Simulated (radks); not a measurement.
Values are calculated unless marked as measured or tabulated.
Q: Radial electron density D(r) = 4 pi r^2 rho(r) of an atom or ion with 28 electrons. Level of theory: non-relativistic Kohn-Sham, PBE, spin-polarised, spherical densities, point nucleus (a radial shooting solver on a logarithmic mesh with Libxc functionals).

```
   r/bohr * D(r) (the largest magnitude, 48.9, reaches the edge; | marks zero)
 0.002165 | *
 0.002461 | *
 0.002797 | *
 0.003179 |  *
 0.003613 |   *
 0.004107 |    *
 0.004668 |     *
 0.005305 |       *
 0.006029 |        *
 0.006853 |          *
 0.007788 |             *
 0.008852 |               *
  0.01006 |                   *
  0.01153 |                      *
   0.0131 |                          *
  0.01489 |                              *
  0.01692 |                                  *
  0.01923 |                                      *
  0.02186 |                                         *
  0.02484 |                                           *
  0.02824 |                                             *
  0.03209 |                                              *
  0.03648 |                                             *
  0.04146 |                                            *
  0.04712 |                                         *
  0.05355 |                                       *
  0.06086 |                                      *
  0.06917 |                                     *
  0.07862 |                                       *
  0.08936 |                                          *
   0.1016 |                                               *
   0.1154 |                                                   *
   0.1312 |                                                      *
   0.1491 |                                                      *
   0.1695 |                                                   *
   0.1926 |                                             *
   0.2189 |                                       *
   0.2488 |                                 *
   0.2828 |                             *
   0.3214 |                             *
   0.3653 |                               *
   0.4151 |                                  *
   0.4718 |                                    *
   0.5363 |                                  *
   0.6095 |                              *
   0.6983 |                       *
   0.7936 |                 *
    0.902 |          *
    1.025 |      *
    1.165 |   *
    1.324 | *
    1.505 |*
    1.711 *
    1.944 *
     2.21 *
    2.511 *
    2.854 *
```

What is the nuclear charge?

A: Z = 34. The innermost maximum, from 1s, lies near 1/Z = 0.0294 bohr (found: 0.0321), and its height grows with Z. The density is that of the selenium ion Se6+ in [Ar] 3d10; the configuration itself is not fixed sharply by these data, and Z only to about a unit. D(r) has 3 maxima, at r = 0.0321, 0.141, 0.476 bohr, and minima at 0.0659, 0.304 bohr, inside which lie 2.08, 11.12 electrons.
